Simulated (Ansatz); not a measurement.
CH3FN2Si (`N[Si]1(F)C=N1`). Charge 0, multiplicity 1. Geometry: relaxed with PBE0-D4/def2-TZVP. It is one conformer, not always the lowest.

```xyz
8

N     0.558   -0.218    1.359
Si    0.056    0.427   -0.106
F     0.206    1.998    0.042
C    -0.926   -0.313   -1.346
N     0.345   -0.315   -1.648
H     0.604   -1.204    1.541
H     0.889    0.355    2.115
H    -1.731   -0.730   -1.956
```

What is the dipole moment at PBE/def2-TZVPP? (Estimate.)

Ansatz gave: 2.96 D, with components (-0.59, -1.06, 2.70) D in this frame, pointing from negative to positive charge.

And with r2SCAN, B3LYP, ωB97M-V? (Estimate.)

Computed: r2SCAN 3.02 D, B3LYP 3.06 D, ωB97M-V 3.08 D.

Give the Mulliken charges with PBE, ωB97M-V, B3LYP in def2-TZVPP. (An estimate is asked.)

The calculation gave: 
```
atom    PBE  ωB97M-V  B3LYP
  N1  -0.40    -0.37  -0.42
 Si2   0.53     0.66   0.67
  F3  -0.28    -0.31  -0.32
  C4  -0.06    -0.08  -0.08
  N5  -0.25    -0.31  -0.30
  H6   0.17     0.13   0.16
  H7   0.17     0.14   0.16
  H8   0.11     0.13   0.13
```

B3LYP here is the variant with VWN-RPA as its local correlation; programs differ in this.
